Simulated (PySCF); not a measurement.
Ligand exchange on a metal centre used in film growth or etching (Nb F-NH2). Gas-phase values, no solvent. One relaxed conformer stands for each flexible species; it need not be the lowest. In the def2 sets, heavy atoms carry core potentials. All members: neutral, multiplicity 1. Level: TPSSh-D3(BJ)/def2-TZVP // r2SCAN-D4/def2-SVP (PySCF), beside PBE-D3(BJ)/def2-TZVP // r2SCAN-D4/def2-SVP (PySCF) at the same geometries. 

```tsv
species	HOMO–LUMO gap, PBE (eV)	HOMO–LUMO gap, TPSSh-D3(BJ) (eV)
[Nb(F)2(NH2)3]	2.60	withheld
[Nb(F)3(NH2)2]	2.99	4.02
[Nb(NH2)5]	3.41	4.36
[Nb(F)4(NH2)]	3.56	4.59
[Nb(F)(NH2)4]	3.74	4.74
[Nb(F)5]	6.01	7.27
```

### Question
Fit y = a + b·x, y being the HOMO–LUMO gap at the first level, to the 5 complete rows by least squares, with x = the PBE value in eV. Give a, b and the rms residual, and predict the withheld value.

### Answer
Means of the 5 rows: x̄ = 3.942, ȳ = 4.996 eV. Σ(x − x̄)² = 5.6527 and Σ(x − x̄)(y − ȳ) = 6.1769, so b = 1.093 and a = ȳ − b·x̄ = 0.687 eV. The rms residual is 0.042 eV. At x = 2.6 the line gives 3.53 eV, outside the range of the fitted rows. The run for [Nb(F)2(NH2)3] gave 3.63 eV, so the line is off by 0.10 eV, more than twice the rms residual.

Codes: PySCF.
